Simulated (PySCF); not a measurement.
## Orbital picture of SiTe⁻

LC-ωPBE at R = 2.413 Å; PySCF, scalar-relativistic core potentials, basis sets Si def2-SVPD, Te def2-SVPD with ECP28. State: ²Π (doublet), unpaired electrons π ↑. Only the outer orbitals are listed, counted within each symmetry, core potentials removing the inner ones.

```
spin  orbital  occ.  ε (eV)  on Si (%)            main shells (%)
   α       7σ     1  -15.16         24           75 Te s, 19 Si s
   α       8σ     1   -9.86         70  68 Si s, 16 Te s, 13 Te p
   α       4π     1   -4.51         40           60 Te p, 40 Si p
   α       9σ     1   -4.32         51  47 Te p, 39 Si p, 12 Si s
   α       4π     1   -3.83         22           78 Te p, 19 Si p
   α       5π     1   -1.71         59           54 Si p, 36 Te p
   α       5π     0    4.29         69  62 Si p, 16 Te p, 15 Te d
   β       7σ     1  -14.99         19           80 Te s, 13 Si s
   β       8σ     1   -8.88         67  66 Si s, 19 Te p, 13 Te s
   β       9σ     1   -4.05         55  43 Te p, 38 Si p, 16 Si s
   β       4π     1   -3.84         17           82 Te p, 14 Si p
   β       4π     1   -3.51         13           87 Te p, 10 Si p
   β       5π     0    4.58         69  61 Si p, 17 Te d, 14 Te p
```

Question: Which are the highest filled and the lowest empty level, where do they sit, and how wide is the gap?

Answer: Highest filled α 5π at -1.71 eV (in %: 54 Si p, 36 Te p); lowest empty α 5π at 4.29 eV (in %: 62 Si p, 16 Te p, 15 Te d); the gap at LC-ωPBE is 6.00 eV. Both belong to one degenerate shell, split only by its one-sided filling, so this is no excitation gap. An empty level above zero is unbound, and its energy depends on the basis.

The bond order (Mayer) is 1.91. The ⟨S²⟩ is 0.765 and the charge on Si (Mulliken, basis-dependent) is -0.35. The charge on Si (Löwdin, basis-dependent) is -0.37 and the dipole moment (positive dipole points towards Te; it is taken about the centre of mass and depends on that origin) is 2.48 D.

Spin–orbit coupling is left out. The state is the lowest determinant that a PBE0 search found; another state may lie lower at other levels.
